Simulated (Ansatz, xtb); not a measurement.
CHBI: 4 structures ranked

4 gas-phase structures of CHBI, found in a search over its isomers (lower ones may exist). Each was relaxed with GFN2-xTB:

A. `B=[C]I`, a doublet
B. `[B]=CI`, a doublet
C. a doublet given by its coordinates
D. `[CH]=BI`, a doublet

C (Å):

```xyz
4

C     0.8204    0.5507    0.2124
B    -0.3875    0.3266   -0.5769
I    -0.4976   -0.8568    1.2848
H    -1.1622    0.3927   -1.4295
```

Close contacts (Å): C1–B2 1.46, C1–I3 2.21, B2–I3 2.21, B2–H4 1.15.

Task: Which do you expect lowest at r2SCAN-D4/def2-SVP, and how would the others follow?

Result: Calculated order at r2SCAN-D4/def2-SVP: D (0.0), A (95.0), C (159.5), B (160.3) kJ/mol. Less than 1 kcal/mol parts C and B, so the order within that pair means little.

Energies above the lowest of each column, in kJ/mol; the last columns are at PBE0-D3(BJ)/def2-SVP geometries and were run for some of them only (a dash: not run or not comparable):

```tsv
structure	GFN2-xTB	HF/STO-3G	r2SCAN-D4/def2-SVP	PBE0-D3(BJ)/def2-SVP	CCSD(T)/def2-TZVP
D	0.0	0.0	0.0	0.0	0.0
A	66.0	83.9	95.0	91.8	81.6
C	167.6	183.9	159.5	157.7	140.2
B	188.3	154.7	160.3	–	–
```

Every level run on D puts it lowest or level with the lowest. Frequencies (PBE0-D3(BJ)/def2-SVP) were run for A, C, D alone. Open shells are spin-unrestricted, some with notable spin contamination. Atoms past krypton carry core potentials in the def2 sets, without spin–orbit terms.

Over these structures GFN2-xTB departs from r2SCAN-D4/def2-SVP by 16.3 kJ/mol on average once a common shift is removed. A GFN2-xTB relaxation took about 0.046 s and the r2SCAN-D4/def2-SVP energy about 4.2 s on a shared host (Ansatz 0.2.0, xtb 6.7.1).
